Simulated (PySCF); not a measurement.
Compound: C7H7O2 (doublet state).
SMILES with atom numbers: `[CH2:1]=[C:2][C:3]1=[CH:4][C@@H:5]1[O:6][C:7]([CH3:8])=[O:9]` (hydrogens: H10, H11 on C1; H12 on C4; H13 on C5; H14, H15, H16 on C8)

Structure used (GFN2-xTB), in Å, numbered top down from 1:
```
atom  x, y, z in Å
C1     2.9793    1.8236   -0.7151
C2     2.3500    0.7506   -0.3637
C3     1.6915   -0.3104    0.0269
C4     1.4896   -1.6546    0.1846
C5     0.4387   -0.7956    0.7235
O6    -0.7931   -0.7086    0.0142
C7    -1.8360   -0.1464    0.6340
C8    -3.0444   -0.1450   -0.2664
O9    -1.8060    0.2840    1.7564
H10    2.8916    2.2417   -1.7078
H11    3.6367    2.3519   -0.0392
H12    1.6854   -2.6149   -0.2204
H13    0.2998   -0.6144    1.7860
H14   -2.8043    0.3662   -1.1951
H15   -3.8701    0.3516    0.2332
H16   -3.3163   -1.1708   -0.5035
```

The hyperfine couplings belong to this conformer and change with its torsions.

Method: PySCF 2.14.0, UKS B3LYP, pcH-1 on C H O, non-relativistic, mean-field spin-orbit, GIAO. Isolated species at its GFN2-xTB geometry (one conformer only). GFN2-xTB frequencies show an imaginary mode (32i cm⁻¹), so this geometry is no minimum at that level. Couplings are sensitive to structure, and on GFN2-xTB geometries they can be far from those on DFT ones. The SCF solution wasn't tested for stability.

(1) Give the principal g shifts and their parts.

(2) What are the electron Larmor frequencies g μB B/h along the three axes at 1200 mT?

(3) Average each term over the three axes. Which is largest in size?

(4) In a frozen sample, at which fields do the three g values resonate at 9.5, 34, 94 and 263 GHz (hyperfine left aside), and which band first spreads them over more than twice a line width of 1.0 mT?

Answers

(1) 
| Δg (ppm) | 1 | 2 | 3 |
| --- | --- | --- | --- |
| relativistic mass correction | -147 | -147 | -147 |
| gauge correction | 38 | -8 | 33 |
| orbital Zeeman/spin–orbit | -96 | 95 | 629 |
| total | -205 | -60 | 515 |

So g = 2.00211, 2.00226, 2.00283 and g_iso = 2.00240; the tensor is rhombic: the two nearest values differ by 20 % of g3 − g1. Axes: g3 points within 14° of the C4–C5 bond.

(2) 33.6265, 33.6289, 33.6386 GHz for g1, g2 and g3, a range of 12.1 MHz.

(3) The orbital-Zeeman/spin–orbit term 209, the mass correction -147 and the gauge correction 21 ppm, for a total of 83 ppm. The orbital-Zeeman/spin–orbit term is the largest in size. The mass correction is the same along every axis, so the anisotropy comes from the other two: their spans along these axes are 46 (gauge) and 725 ppm (orbital Zeeman/spin–orbit).

(4) 
```
band    GHz  B(g3) mT  B(g2) mT  B(g1) mT  spread mT
   X    9.5    338.90    338.99    339.02       0.12
   Q   34.0   1212.89   1213.24   1213.33       0.44
   W   94.0   3353.29   3354.25   3354.50       1.21
   J  263.0   9382.08   9384.77   9385.46       3.38
```

The spread grows in proportion to the frequency. J band is the first where it exceeds 2.0 mT.

The largest Mulliken spin populations are on C4 (+0.67), C2 (+0.55), C3 (-0.20) and C1 (-0.09). The positive populations add up to 1.34 and the negative ones to -0.34, together 2S = 1.

The HOMO–LUMO gaps are 5.29 eV among the α and 4.32 eV among the β orbitals.

The SMILES draws the unpaired electron on C2; the largest computed Mulliken spin population is on C4 (0.67 against 0.55).
